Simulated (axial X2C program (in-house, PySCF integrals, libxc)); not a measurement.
Testing model relations on BeO⁺

A bond curve at the CCSD(T) level, with spin–orbit coupling, was computed with an in-house all-electron X2C program for linear molecules (integrals from PySCF) (basis O dyall-av3z [7s6p3d2f], Be dyall-cv3z [8s8p3d1f] (cores contracted in-house)) for the state Ω = 3/2 (⟨Sz⟩ = 0.50, ⟨Lz⟩ = 1.00 at HF). Its fit gives Re = 1.4279 Å, ωe = 1258.1 cm⁻¹, ωexe = 9.19 cm⁻¹ and αe = 1.631e-02 cm⁻¹; the masses are 15.9949 and 9.0122 u. Two-component means X2C with spin–orbit coupling and atomic mean-field Coulomb and Gaunt terms.

Correlated methods: 7 electrons correlated (number of frozen shells: O 1 s; Be 1 s), 177 virtual spin orbitals or spinors in MP2, 78 natural virtuals in coupled cluster.

(1) Find the reduced mass, Be and the force constant.

(2) Where do the fundamental and the first overtone lie?

(3) A Morse curve ties αe to the other constants (Pekeris). How well does that hold?

(4) Estimate De from a Morse curve and compare with the computed well depth of 3.769 eV to O + Be+.

(5) Estimate the centrifugal constant by the Kratzer relation.

The state is a single determinant with fixed occupations, the lowest that a limited PBE0 search found. De is counted from the lowest determinant-based energies of the atoms at the same level, without counterpoise correction. CCSD and (T) use frozen natural virtuals with an MP2 correction for the truncation; (T) itself is uncorrected, so its De runs slightly low.

## Answers

(1) From the CCSD(T) values: μ = 5.7643 u. Be = 16.8576/(μ Re²) = 1.434 cm⁻¹. k = 5.8918×10⁻⁷ μ ωe² = 5.38 mdyn/Å.

(2) ν(1←0) = ωe − 2ωexe = 1239.7 cm⁻¹; ν(2←0) = 2ωe − 6ωexe = 2461.1 cm⁻¹.

(3) αe(Morse) = 6Be²/ωe × (√(ωexe/Be) − 1) = 1.502e-02 cm⁻¹; the CCSD(T) curve gives 1.631e-02 cm⁻¹, a ratio of 0.92.

(4) De(Morse) = ωe²/(4ωexe) = 5.339 eV against 3.769 eV computed, a ratio of 1.42. The extrapolation overshoots: the well softens faster than a Morse curve, or the lowest atomic limit lies below the one to which the curve heads.

(5) D = 4Be³/ωe² = 7.46e-06 cm⁻¹.
